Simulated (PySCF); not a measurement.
An unknown shows these calculated signals:

1H NMR (400 MHz, computed): δ 6.24 (m, 1H), 6.09 (m, 1H), 6.00 (m, 1H), 5.20 (s, 3H), 4.63 (s, 1H), 2.28 (br s, 1H).

13C{1H} NMR (computed): δ 140.2 (CH2), 124.4 (CH), 107.4 (C), 101.2 (C).

Level of theory: structure optimised with GFN2-xTB, σ from GIAO-PBE0/pcSseg-1, in PySCF (no solvent, one computed conformer, rapidly exchanging positions averaged, relativity neglected).

δ = σ(ref) − σ, references computed at the same level: TMS for 1H (σref 31.72) and 13C (σref 186.93).

Which of these does the molecule contain: a Si–H bond, a non-aromatic C=C double bond, a C≡C triple bond, a nitrile, a three-membered ring, an N-methyl group?

## Answers


- A Si–H bond: yes (δH 4.63 (s)).
- A non-aromatic C=C double bond: yes.
- A C≡C triple bond: yes (δC 107.4, 101.2).
- A nitrile: no.
- A three-membered ring: no.
- An N-methyl group: no.

The data belong to `C=CC#C[Si@H](O)O[SiH3]`, C4H8O2Si2; they needn't prove each group on their own.

Carbon signals by region: 4 in the sp2 and nitrile region (100–160 ppm).

OH and NH positions are those of a molecule without intermolecular hydrogen bonds; in solution they move with solvent, concentration and temperature, and exchange usually removes their couplings. Shifts are as computed. Against solution values, carbons near 30 ppm lie about +3 ppm off and those near 130 ppm about +5 ppm. Of 1211 compounds with measured shifts, 218 miss one by over three times the rms of a fit or turn the order of signals round; such compounds aren't used in these exercises. Multiplicities follow the n + 1 count of equivalent neighbours, as no J values were calculated; m marks all less simple cases, F and P coupling included.
